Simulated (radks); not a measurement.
Q: Tc2+, configuration [Kr] 4d5. All-electron calculation, Dirac Kohn-Sham, PBEsol, spin-unpolarised, spherical densities, finite nucleus; open shells are shared between the two j in proportion to 2j + 1; Fermi nuclear charge, rms radius 4.4112 fm. Program: a radial shooting solver on a logarithmic mesh with Libxc functionals. Some entries of the table are withheld. Estimate them.

orbital  occ.  eigenvalue (eV)  <r^2> (bohr^2)
1s1/2       2              (1)        0.001588
2s1/2       2        -2989.709         0.02634
2p1/2       2              (2)         0.01984
2p3/2       4              (3)         0.02120
3s1/2       2        -533.9083          0.1978
3p1/2       2        -445.1246          0.1951
3p3/2       4        -425.3625          0.2051
3d3/2       4        -268.1338          0.1894
3d5/2       6        -264.3336          0.1925
4s1/2       2         -89.4967           1.268
4p1/2       2         -63.5422             (4)
4p3/2       4         -60.5823             (5)
4d3/2       2         -22.6752           3.084
4d5/2       3         -22.3659           3.144

A: 
(1) 1s1/2 eigenvalue (eV): -20861.14
(2) 2p1/2 eigenvalue (eV): -2758.696
(3) 2p3/2 eigenvalue (eV): -2640.552
(4) 4p1/2 <r^2> (bohr^2): 1.517
(5) 4p3/2 <r^2> (bohr^2): 1.597
